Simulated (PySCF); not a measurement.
SMILES CC(C)CS (C4H10S) (GFN2-xTB optimised geometry):

```
15

C      1.388    -0.117     0.000
C     -0.137    -0.117     0.000
C     -0.678    -0.865    -1.217
C     -0.682     1.308     0.000
S     -0.253     2.247     1.506
H      1.769     0.454     0.844
H      1.768    -1.133     0.070
H      1.765     0.331    -0.917
H     -0.490    -0.623     0.907
H     -1.766    -0.898    -1.202
H     -0.304    -1.886    -1.226
H     -0.361    -0.375    -2.135
H     -1.769     1.316    -0.092
H     -0.254     1.886    -0.819
H     -0.865     1.429     2.360
```

Calculation: B3LYP/def2-TZVP in PySCF.

Q: What are the frontier orbital energies and the dipole moment?

A: HOMO-2 -9.24 eV, HOMO-1 -8.56 eV, HOMO -6.47 eV, LUMO 0.25 eV, LUMO+1 1.04 eV; dipole moment 1.66 D.

Meta-Löwdin charges at B3LYP/def2-TZVP: C1 -0.34, C2 -0.04, C3 -0.33, C4 -0.25, S5 -0.10, H6 0.12, H7 0.11, H8 0.10, H9 0.09, H10 0.11, H11 0.11, H12 0.10, H13 0.11, H14 0.12, H15 0.08.
